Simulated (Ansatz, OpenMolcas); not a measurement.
**AsF3 (arsenic trifluoride): from total energies to a heat of formation**

AsF3: 4 atoms, total charge 0, spin state singlet. As SMILES, `F[As](F)F`. The coordinates come from a PBE0-D4/def2-TZVP relaxation.

Total energies at CCSD(T)/cc-pVDZ, 12 core orbitals frozen (OpenMolcas 26.06); the atoms run unrestricted:

```
species    state   energy (Eh)
   AsF3  singlet  -2533.260744
      F  doublet    -99.527539
     As  quartet  -2234.251904
```

Harmonic wavenumbers at PBE0-D4/def2-TZVP, in cm⁻¹: 260, 260, 335, 705, 705, 745.

Measured heats of formation of the gaseous atoms at 298.15 K, in kJ/mol: F 79.4, As 302.5. Spin-orbit lowering of the atoms at 298 K (mean of the ground term's levels less their thermal mean, from spectra), in kJ/mol: F 1.29. Take 1 Eh = 2625.50 kJ/mol, 1 cm⁻¹ = 0.0119627 kJ/mol, RT = 2.479 kJ/mol.

Work out the heat of formation of the gas at 298 K.


1. Electronic atomisation energy: 3 × (-99.527539) + (-2234.251904) − (-2533.260744) = 0.426223 Eh = 1119.0 kJ/mol.
2. Zero-point energy: half the sum of the wavenumbers, 1505 cm⁻¹ = 18.0 kJ/mol.
3. Thermal vibrational enthalpy, Σ hcν̃/(exp(hcν̃/kT) − 1): 4.3 kJ/mol. Translation, rotation and pV of a non-linear molecule: 4 RT = 9.9 kJ/mol.
4. The 4 free atoms carry 5/2 RT each: 24.8 kJ/mol.
5. Spin-orbit coupling lowers the free atoms by 3 × 1.29 = 3.9 kJ/mol.
6. Atomisation enthalpy at 298 K: 1119.0 − 3.9 − 18.0 − 4.3 − 9.9 + 24.8 = 1107.7 kJ/mol.
7. Sum of the atoms' heats of formation: 540.7 kJ/mol. Heat of formation: 540.7 − 1107.7 = -567.0 kJ/mol.

No measured value is set beside it here. Relativity is left out. A double-zeta basis underbinds. Anharmonicity and any spin-orbit splitting of the molecule are left out, and so is core correlation.
